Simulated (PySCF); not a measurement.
C6H12PSi (charge +1).
Numbering: `[CH2:1]=[CH:2][P@H+:3]1[CH2:4][CH:5]=[C:6]([SiH3:7])[CH2:8]1` (hydrogens: H9, H10 on C1; H11 on C2; H12 on P3; H13, H14 on C4; H15 on C5; H16, H17, H18 on Si7; H19, H20 on C8)

Structure used (PBE0-D3(BJ)/def2-SVP), in Å, numbered top down from 1:
```xyz
20
C6H12PSi angstrom
C      2.9401    1.8409   -0.3098
C      1.8548    1.2233    0.1669
P      1.0281   -0.0759   -0.7219
C      0.8139   -1.5987    0.2588
C     -0.6711   -1.6052    0.5259
C     -1.4510   -0.7050   -0.0966
Si    -3.3316   -0.6148    0.1223
C     -0.7423    0.2549   -1.0322
H      3.4204    2.6389    0.2641
H      3.3934    1.5873   -1.2742
H      1.4145    1.4882    1.1358
H      1.7558   -0.3044   -1.9090
H      1.4294   -1.5606    1.1733
H      1.1472   -2.4795   -0.3183
H     -1.0678   -2.3592    1.2128
H     -3.6677    0.7562    0.6023
H     -3.9626   -0.8486   -1.2076
H     -3.7166   -1.6561    1.1113
H     -0.9837    0.0688   -2.0932
H     -0.9679    1.3153   -0.8326
```

Linear response at B3LYP/def2-SVPD (PySCF, frozen core in the response, non-relativistic).

Static isotropic polarisability: 116.38 au (17.25 Å³), principal values 89.7, 106.4, 153.0 au.

**Question.** What is the polarisability at 1064 nm and at the sodium D line?

**Answer.** 117.65 au at 1064 nm (+1.1 %), 120.70 au at 589.3 nm (+3.7 %). The rise at 589.3 nm is 3.41 times that at 1064 nm; a pure ω² law gives 3.26. The lowest singlet lies at 252 nm, shorter than both wavelengths.

**Question.** What is the isotropic C6 coefficient between two such ions, C6 = (3/π)∫α(iω)² dω?

**Answer.** 4958 au (Eh·bohr⁶) by a ten-point quadrature over imaginary frequencies, which is 2960 eV·Å⁶ or 286 J·nm⁶/mol.

**Question.** Which effective excitation energy ω̄ makes London's formula C6 = (3/4)α²ω̄ exact here?

**Answer.** ω̄ = 4·C6/(3α²) = 0.488 Eh = 13.3 eV. A one-pole form α(ω) = α/(1 − ω²/ω̄²) fitted to the 1064 nm value gives 11.2 eV. London's choice of the ionisation energy (13.37 eV, ΔSCF at the same level) gives C6 = 4990 au, 1 % too high.

**Question.** What molar refraction at the D line follows from R = (4π/3)·N_A·α′, with α′ the polarisability volume?

**Answer.** α′ = 17.89 Å³ gives R = 45.12 cm³/mol, for isolated, non-vibrating species.

**Question.** How many electrons N does the Slater–Kirkwood formula C6 = (3/4)·√N·α^(3/2) need to give this C6?

**Answer.** N = (4·C6/3)²/α³ = 27.7; the species has 76 electrons in all.

**Question.** The lowest 10 singlets have (eV, f): 4.91, 0.003; 6.19, 0.033; 6.26, 0.192; 6.46, 0.017; 6.49, 0.006; 6.63, 0.049; 6.70, 0.216; 6.79, 0.021; 6.84, 0.050; 7.07, 0.329. What share of the static polarisability do they carry in the sum over states α = Σ f/ω²?

**Answer.** 15.12 au, 13.0 % of α; the largest term, 4.86 au, is that of the state at 7.07 eV. Their oscillator strengths add up to 0.91. Higher states carry the rest.

One conformer stands for the species.
